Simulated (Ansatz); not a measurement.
[SiMe3]- (C3H9Si⁻). Total charge -1; singlet. Geometry PBE0-D4/def2-SVPD, basis def2-TZVPD, Ansatz.

```xyz
13

Si    0.800   -0.038    0.676
C    -0.330    1.561    0.575
H    -0.812    1.773    1.546
H    -1.134    1.454   -0.182
H     0.262    2.454    0.309
C    -0.652   -1.348    0.795
H    -1.426   -1.184    0.016
H    -1.154   -1.302    1.777
H    -0.274   -2.379    0.677
C     1.126   -0.219   -1.249
H     1.605   -1.185   -1.485
H     1.801    0.573   -1.618
H     0.187   -0.159   -1.837
```

```csv
run,HOMO (eV),LUMO (eV)
A,-0.43,4.49
B,1.06,4.05
C,0.43,3.83
D,0.75,4.20
E,0.33,4.05
F,1.10,3.47
```

B3LYP takes the VWN-RPA correlation.

The runs used B3LYP, BHLYP, PBE, PBE0, r2SCAN, r2SCANh. Estimate which is which.

A BHLYP (50 % exact exchange); B r2SCAN (0 % exact exchange); C B3LYP (20 % exact exchange); D r2SCANh (10 % exact exchange); E PBE0 (25 % exact exchange); F PBE (0 % exact exchange). Exact exchange lowers occupied and raises empty levels; among semilocal functionals meta-GGAs tend to open the gap a little, and such runs are hard to tell apart. The gap grows from 2.37 eV (PBE) to 4.92 eV (BHLYP). At r2SCAN-D4/def2-TZVPD, B3LYP-D4/def2-TZVPD, r2SCANh-D4/def2-TZVPD, PBE0-D4/def2-TZVPD and others the highest occupied level of the charge -1 singlet lies above zero (up to 1.10 eV). By energy differences its removal costs 1.39 eV (vertical, to the charge 0 doublet, at PBE-D4/def2-TZVPD); a positive level beside a positive removal energy at the same level points to self-interaction error.
